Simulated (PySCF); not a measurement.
C₃H₁₂N₂Si. Atoms are numbered in the order given.

```xyz
18

C     -3.1551     0.3003     0.4329
C     -2.1473     0.2055    -0.7069
N     -0.7997     0.5472    -0.2890
Si     0.6501    -0.3464    -0.5760
N      1.6684    -0.1627     0.8078
C      3.1161    -0.1625     0.8235
H     -3.1947     1.3251     0.8396
H     -4.1700     0.0377     0.0929
H     -2.8746    -0.3756     1.2562
H     -2.4877     0.8412    -1.5504
H     -2.1295    -0.8263    -1.0989
H     -0.7097     1.5013     0.0535
H      0.1418    -1.7204    -0.9127
H      1.5384     0.0863    -1.7081
H      1.2474    -0.3173     1.7203
H      3.5175     0.5977     1.5181
H      3.4951     0.0863    -0.1805
H      3.5613    -1.1374     1.1052
```

Geometry optimised at r2SCAN-D4/def2-SVP. Other conformers were not sampled.

The numbers are results of PySCF with B3LYP/def2-TZVP, not measurements.

Atomic charges (e):

```
atom  Löwdin  meta-Löwdin
----  ------  -----------
C1     -0.32        -0.32
C2     -0.35        -0.07
N3     -0.09        -0.59
Si4        …         0.85
N5     -0.13        -0.59
C6         …        -0.21
H7         …         0.10
H8         …         0.10
H9         …         0.11
H10        …         0.09
H11        …         0.10
H12        …         0.22
H13        …        -0.16
H14        …        -0.16
H15     0.17         0.22
H16     0.11         0.10
H17     0.12         0.11
H18     0.10         0.09
```

Some entries are withheld; supply them. (An estimate is asked for; the answer gives what the named calculation found.)


- Si4, Löwdin: 0.11
- C6, Löwdin: -0.36
- H7, Löwdin: 0.11
- H8, Löwdin: 0.12
- H9, Löwdin: 0.12
- H10, Löwdin: 0.12
- H11, Löwdin: 0.13
- H12, Löwdin: 0.17
- H13, Löwdin: -0.05
- H14, Löwdin: -0.05

Computed Mayer and Wiberg (Löwdin basis) orders of the bonds:
```json
[
 {"bond": "C1–C2", "Mayer": "0.97", "Wiberg": "1.31"},
 {"bond": "C2–N3", "Mayer": "0.95", "Wiberg": "1.37"},
 {"bond": "N3–Si4", "Mayer": "1.15", "Wiberg": "1.43"},
 {"bond": "Si4–N5", "Mayer": "1.14", "Wiberg": "1.43"},
 {"bond": "N5–C6", "Mayer": "0.96", "Wiberg": "1.43"},
 {"bond": "C1–H7", "Mayer": "0.97", "Wiberg": "0.91"},
 {"bond": "C1–H8", "Mayer": "0.97", "Wiberg": "0.91"},
 {"bond": "C1–H9", "Mayer": "0.97", "Wiberg": "0.91"},
 {"bond": "C2–H10", "Mayer": "0.96", "Wiberg": "0.87"},
 {"bond": "C2–H11", "Mayer": "0.96", "Wiberg": "0.86"},
 {"bond": "N3–H12", "Mayer": "0.92", "Wiberg": "0.89"},
 {"bond": "Si4–H13", "Mayer": "0.92", "Wiberg": "0.91"},
 {"bond": "Si4–H14", "Mayer": "0.92", "Wiberg": "0.92"},
 {"bond": "N5–H15", "Mayer": "0.92", "Wiberg": "0.89"},
 {"bond": "C6–H16", "Mayer": "0.97", "Wiberg": "0.93"},
 {"bond": "C6–H17", "Mayer": "0.97", "Wiberg": "0.92"},
 {"bond": "C6–H18", "Mayer": "0.97", "Wiberg": "0.93"}
]
```
